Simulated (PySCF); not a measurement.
A family of related molecules: binary hydrides. Isolated molecules, 0 K electronic values unless said otherwise. Strings in code marks are SMILES.

Calculation: TPSSh-D3(BJ)/def2-TZVP // PBE0-D3(BJ)/def2-TZVP (PySCF). All candidates: neutral, multiplicity 1. 

- adiabatic ionisation energy (no zero-point term): 9.48 eV
- hole reorganisation energy (four-point): 1.259 eV
- LUMO: -0.47 eV

Q: Name which member has these values.
(A) `[MgH2]`
(B) `B`
(C) `I`
(D) `[BiH3]`

A: D, `[BiH3]`. The others give `[MgH2]`: 9.45 eV, 0.124 eV, -0.71 eV; `I`: 10.56 eV, 0.010 eV, -1.20 eV; `B`: 11.86 eV, 2.809 eV, -2.31 eV
